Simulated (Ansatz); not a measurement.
CH$_{9}$AlGeSi, SMILES `[AlH2][CH2][SiH2][GeH3]`, relaxed with RKS PBE0-D4/def2-TZVP in Ansatz from a PBE-D4/def2-SVP geometry. The force threshold is 0.005 eV/Å; the program also tests the step.

Total charge 0; spin multiplicity 1.

Start:

```xyz
13

Al   -0.369    0.820    2.084
C    -0.486   -0.880    1.097
Si    0.679   -0.972   -0.393
Ge    0.055    0.653   -2.037
H    -1.337    2.041    1.710
H     0.710    0.968    3.258
H    -1.522   -1.045    0.728
H    -0.221   -1.719    1.778
H     0.688   -2.339   -1.035
H     2.097   -0.662    0.027
H    -1.377    0.385   -2.577
H     1.032    0.677   -3.242
H     0.050    2.073   -1.399
```

```csv
step,energy (eV),largest force (eV/Å),largest move (Å)
1,-72162.2402,0.395,0.000
2,-72162.2695,0.134,0.026
3,-72162.2720,0.030,0.012
4,-72162.2722,0.015,0.009
5,-72162.2728,0.040,0.049
6,-72162.2738,0.049,0.121
7 (rejected),-72162.2734,0.109,0.078
8,-72162.2747,0.026,0.038
9,-72162.2756,0.059,0.097
10,-72162.2764,0.082,0.083
11,-72162.2770,0.167,0.176
13,-72162.2821,0.113,0.056
15,-72162.3077,0.213,0.195
17,-72162.3682,0.265,0.190
19,-72162.3830,0.105,0.050
21,-72162.3866,0.069,0.102
23,-72162.3913,0.042,0.062
25,-72162.3921,0.030,0.029
27,-72162.3924,0.011,0.024
29,-72162.3924,0.008,0.005
31,-72162.3924,0.004,0.001
```

End:

```xyz
13

Al   -0.365    1.005    1.401
C    -0.436   -0.955    1.108
Si    0.624   -1.285   -0.379
Ge    0.138    0.660   -1.677
H    -1.693    1.819    1.717
H     1.072    1.629    1.680
H    -1.469   -1.260    0.909
H    -0.080   -1.513    1.980
H     0.341   -2.518   -1.165
H     2.074   -1.256   -0.055
H    -1.070    0.573   -2.624
H     1.261    1.457   -2.352
H    -0.397    1.643   -0.542
```

Hardware: 4 threads of an Arm Neoverse V2 on a shared host. Wall time 2.1 min, peak host memory 0.68 GiB.
